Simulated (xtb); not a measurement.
C5H11O3Si (SMILES [CH2]O[Si](C=C)(OC)OC), doublet, from a rough starting geometry; GFN2-xTB (xtb).

xtb was given this input:
```
$ xtb mol.xyz --gfn 2 --uhf 1 --opt vtight --json

# file mol.xyz
20

C      0.46323921    -2.25639596    -1.63535246
O      0.84538477    -1.13079773    -1.16363923
Si     0.06255335    -0.09557583    -0.02732677
C      1.45879838     1.10038144     0.43290685
C      2.69823946     0.77287717     0.57726354
O     -0.43656693    -1.14542639     1.18397689
C     -1.29922836    -0.76822127     2.26276532
O     -1.34972416     0.56950577    -0.55409692
C     -1.42939994     1.56829962    -1.63719798
H      1.21364638    -2.73161795    -2.27314595
H     -0.37800949    -2.81383044    -1.33808010
H      1.05445755     2.14244865     0.61866543
H      3.34185345     1.60750862     0.93731393
H      3.06473765    -0.19027147     0.46814239
H     -1.65280196    -1.67767342     2.69485279
H     -2.15904974    -0.20498603     1.93503664
H     -0.74412325    -0.14961299     3.02179849
H     -2.36250725     1.39178821    -2.11763307
H     -0.61790363     1.49014131    -2.27541374
H     -1.50165463     2.58383974    -1.14591404
```

The log (banner, timings and long lists left out):

```
   ID    Z sym.   atoms
    1    6 C      1, 4, 5, 7, 9
    2    8 O      2, 6, 8
    3   14 Si     3
    4    1 H      10-20

           -------------------------------------------------
          |                Calculation Setup                |
           -------------------------------------------------

           -------------------------------------------------
          |                 G F N 2 - x T B                 |
           -------------------------------------------------

          ...................................................
          :                      SETUP                      :
          :.................................................:
          :  # basis functions                  53          :
          :  # atomic orbitals                  52          :
          :  # shells                           30          :
          :  # electrons                        53          :
          :  max. iterations                   250          :
          :  Hamiltonian                  GFN2-xTB          :
          :  restarted?                      false          :
          :  GBSA solvation                  false          :
          :  PC potential                    false          :
          :  electronic temp.          300.0000000     K    :
          :  accuracy                    1.0000000          :
          :  -> integral cutoff          0.2500000E+02      :
          :  -> integral neglect         0.1000000E-07      :
          :  -> SCF convergence          0.1000000E-05 Eh   :
          :  -> wf. convergence          0.1000000E-03 e    :
          :  Broyden damping             0.4000000          :
          :  net charge                          0          :
          :  unpaired electrons                  1          :
          ...................................................

 iter      E             dE          RMSdq      gap      omega  full diag
   1    -30.4475607 -0.304476E+02  0.583E+00    1.63       0.0  T
   2    -30.5346896 -0.871289E-01  0.328E+00    1.11       1.0  T
   3    -30.5289972  0.569234E-02  0.132E+00    1.34       1.0  T
   4    -30.5370372 -0.803995E-02  0.677E-01    1.11       1.0  T
   5    -30.5437004 -0.666322E-02  0.283E-01    1.19       1.0  T
   6    -30.5437830 -0.825796E-04  0.115E-01    1.17       1.0  T
   7    -30.5438153 -0.323310E-04  0.740E-02    1.18       1.0  T
   8    -30.5438543 -0.390207E-04  0.248E-02    1.18       1.0  T
[...]
 * total energy  :   -30.2379018 Eh     change       -0.6619376E-06 Eh
 * total energy  :   -30.2379024 Eh     change       -0.5273957E-06 Eh
 * total energy  :   -30.2379028 Eh     change       -0.4386019E-06 Eh
 * total energy  :   -30.2379030 Eh     change       -0.2113699E-06 Eh
 * total energy  :   -30.2379033 Eh     change       -0.3273964E-06 Eh
 * total energy  :   -30.2379037 Eh     change       -0.4109206E-06 Eh
 * total energy  :   -30.2379041 Eh     change       -0.3695701E-06 Eh
 * total energy  :   -30.2379045 Eh     change       -0.3324367E-06 Eh
 * total energy  :   -30.2379046 Eh     change       -0.1201138E-06 Eh
 * total energy  :   -30.2379047 Eh     change       -0.1760026E-06 Eh
 * total energy  :   -30.2379049 Eh     change       -0.1602782E-06 Eh
 * total energy  :   -30.2379050 Eh     change       -0.7078247E-07 Eh
   *** GEOMETRY OPTIMIZATION CONVERGED AFTER 71 ITERATIONS ***
         :: total energy             -30.237904977544 Eh    ::
[...]
     #   Z sym  total        # sym  WBO       # sym  WBO       # sym  WBO
 ---------------------------------------------------------------------------
     1   6 C    3.270 --     2 O    1.233    11 H    0.981    10 H    0.976
     2   8 O    2.415 --     1 C    1.233     3 Si   1.030
     3  14 Si   4.237 --     6 O    1.134     8 O    1.109     2 O    1.030
                             4 C    0.866
     4   6 C    3.983 --     5 C    2.001    12 H    0.977     3 Si   0.866
     5   6 C    3.991 --     4 C    2.001    14 H    0.979    13 H    0.975
     6   8 O    2.281 --     3 Si   1.134     7 C    0.988
     7   6 C    3.939 --     6 O    0.988    16 H    0.986    17 H    0.983
                            15 H    0.981
     8   8 O    2.272 --     3 Si   1.109     9 C    0.990
     9   6 C    3.943 --     8 O    0.990    19 H    0.984    20 H    0.984
                            18 H    0.981
    10   1 H    0.997 --     1 C    0.976
    11   1 H    0.999 --     1 C    0.981
    12   1 H    0.999 --     4 C    0.977
    13   1 H    0.998 --     5 C    0.975
    14   1 H    0.998 --     5 C    0.979
    15   1 H    0.996 --     7 C    0.981
    16   1 H    0.998 --     7 C    0.986
    17   1 H    0.998 --     7 C    0.983
    18   1 H    0.997 --     9 C    0.981
    19   1 H    0.998 --     9 C    0.984
    20   1 H    0.999 --     9 C    0.984
 ---------------------------------------------------------------------------

Topologies differ in total number of bonds
Writing topology from bond orders to xtbtopo.mol

molecular dipole:
                 x           y           z       tot (Debye)
 q only:       -0.279       0.470       0.027
   full:       -0.297       0.572       0.063       1.645
molecular quadrupole (traceless):
                xx          xy          yy          xz          yz          zz
 q only:       -1.723       0.140      -1.017      -1.628      -1.030       2.740
  q+dip:        0.049       1.598      -1.317      -1.329       0.379       1.268
   full:       -1.713       0.755      -0.895      -1.593      -0.425       2.608

optimized geometry written to: xtbopt.xyz

           -------------------------------------------------
          | TOTAL ENERGY              -30.237904977544 Eh   |
          | GRADIENT NORM               0.000071959583 Eh/α |
          | HOMO-LUMO GAP               1.859589627766 eV   |
           -------------------------------------------------
```
